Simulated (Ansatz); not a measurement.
Ansatz (a first-principles code) input (CCSD(T)/cc-pwCVTZ):
A basis named .json is the Basis Set Exchange file of that set.

Ansatz 0.2 input:
```yaml
crystal:
  periodic: [false, false, false]
  atoms:
    - {symbol: B, position_ang: [-0.00000000, -0.00000000, -0.73649529]}
    - {symbol: N, position_ang: [0.00000000, 0.00000000, 0.52606806]}
basis:
  gaussian:
    orbitals: cc-pwCVTZ.json
magnetization: {spin_polarized: false}
correlation: {method: ccsd_t, electrons: outside_noble_gas}
```

End of the output:

```
mean field evaluation 8: about -2147.1959 eV, gradient 6.8e-1 eV
mean field evaluation 16: about -2147.2037 eV, gradient 3.2e0 eV
mean field evaluation 32: about -2147.2390 eV, gradient 9.3e-7 eV
mean field evaluation 64: about -2146.3165 eV, gradient 2.2e-1 eV
mean field evaluation 96: about -2147.1368 eV, gradient 3.7e0 eV
mean field evaluation 128: about -2146.2677 eV, gradient 2.8e0 eV
mean field evaluation 160: about -2147.2390 eV, gradient 1.6e-3 eV
mean field evaluation 192: about -2140.5264 eV, gradient 3.0e-2 eV
mean field evaluation 224: about -2147.2000 eV, gradient 5.9e-1 eV
mean field -2147.23901645 eV, -78.9095784038 hartree, gradient 9.3e-7 eV, S^2 0.000000; 12 other end points of the search recorded, 0 dependent functions left out; unrestricted orbitals would lower it
mean field evaluation 256: about -2147.5098 eV, gradient 1.5e1 eV
determinant -2147.23901645 eV, -78.9095784038 hartree, with singles and doubles -2156.28088198 eV, -79.2418608329 hartree
determinant -2147.21135701 eV, -78.9085619378 hartree, with singles and doubles -2156.33954808 eV, -79.2440167727 hartree
determinant -2146.31669381 eV, -78.8756836718 hartree, with singles and doubles -2153.27524772 eV, -79.1314058114 hartree
determinant -2147.23901645 eV, -78.9095784038 hartree, with singles and doubles -2156.25056690 eV, -79.2407467743 hartree
determinant -2147.21135701 eV, -78.9085619378 hartree, with singles and doubles -2156.18874311 eV, -79.2384747920 hartree
mean field evaluation 288: about -2135.0080 eV, gradient 5.0e1 eV
mean field evaluation 320: about -2149.9834 eV, gradient 7.8e-1 eV
mean field evaluation 352: about -2135.0079 eV, gradient 5.0e1 eV
mean field evaluation 384: about -2150.0132 eV, gradient 6.3e-1 eV
mean field evaluation 416: about -2148.0948 eV, gradient 5.7e-2 eV
unrestricted determinant -2150.02109277 eV, -79.0118178228 hartree, S^2 1.1369
2 core orbitals not correlated
reference -2147.21135701 eV, -78.9085619378 hartree; 4, 4 occupied and 80, 80 virtual orbitals, 519 factors
second order -9.27118570 eV of doubles, -0.00000000 eV of singles
coupled cluster: 0.19 GiB planned
cycle   1  -8.97739154 eV  change   -5.4e-6 eV  update   2.1e-6
coupled cluster: 0.19 GiB planned
perturbative correction -0.94412165 eV, -0.0346958309 hartree
Total energy: -2157.13287020 eV, -79.2731708225 hartree
```

This is an excited singlet: at this geometry the triplet lies 0.76 eV lower at wB97M-V/def2-TZVPD.
